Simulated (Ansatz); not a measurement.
`F[Si](F)(F)BCl` + `[AlH2][SiH3]` → `[SiH3]BCl` + `F[Si](F)(F)[AlH2]`  (redistribution)

Computed with Ansatz on PBE0-D4/def2-TZVP structures; ΔE is electronic, products minus reactants. CBS: MP2 limit from def2 TZ/QZ plus the TZ coupled-cluster correction, frozen cores. This one scheme is used for every species. Functionals use def2-TZVPP. B3LYP here is the variant with VWN-RPA as its local correlation; programs differ in this. HSE06 is defined as in plane-wave codes. One conformer a species, not always the lowest.

**Question.** Is it downhill or uphill in electronic energy at CCSD(T)/CBS, and by how much? (Estimate.)

**Answer.** Ansatz gave: Uphill: ΔE = +0.04 eV.

**Question.** What do these levels give: PBE-D4, HSE06-D4, B3LYP, r2SCANh, r2SCAN0, HSE06? (Estimate.)

**Answer.** Computed: PBE-D4 0.05, HSE06-D4 0.07, B3LYP 0.03, r2SCANh 0.07, r2SCAN0 0.08, HSE06 0.06 eV.

Largest T1 diagnostic among the species: 0.014.

From BLYP to BHLYP (50 % exact exchange), in def2-TZVPP and without D4, ΔE moves by +0.03 eV. Leaving LDA and LC-ωPBE aside and taking each functional with its dispersion term where it has one, the values, not all of them listed here, spread over 0.11 eV, from BLYP-D4 to B97M-V. At CCSD(T), def2-SVP lies +0.09 eV from the extrapolated value and def2-TZVPP +0.03 eV.
